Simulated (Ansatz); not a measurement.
Job for Ansatz (an electronic-structure program): U-CCSD(T)/cc-pV(D+d)Z on H5NSi (SMILES N[SiH3]), a point of a bond scan (R = 2.327 Å). Files ending in .json are basis or fitting sets from the Basis Set Exchange.

Ansatz 0.2 input:
```yaml
crystal:
  periodic: [false, false, false]
  atoms:
    - {symbol: N, position_ang: [1.73978955, -0.12340629, -0.15942300]}
    - {symbol: Si, position_ang: [-0.57330372, 0.04712310, 0.03033856]}
    - {symbol: H, position_ang: [2.33636205, 0.55723068, 0.28417037]}
    - {symbol: H, position_ang: [2.18153788, -1.02920744, -0.17740061]}
    - {symbol: H, position_ang: [-1.14118321, -0.28608098, 1.36605757]}
    - {symbol: H, position_ang: [-0.95227392, 1.44629769, -0.27348173]}
    - {symbol: H, position_ang: [-1.17949996, -0.88202113, -0.95090140]}
basis:
  gaussian:
    orbitals: cc-pV_D+d_Z.json
correlation: {method: ccsd_t, electrons: outside_noble_gas}
scf: {omitted_lower_state_checks: [cluster_reference]}
magnetization: {spin_polarized: true, initial_magnetization: 0}
```

Give the final energy of this run.

-346.5624 hartree (reference determinant -346.2278, T1 diagnostic 0.015).
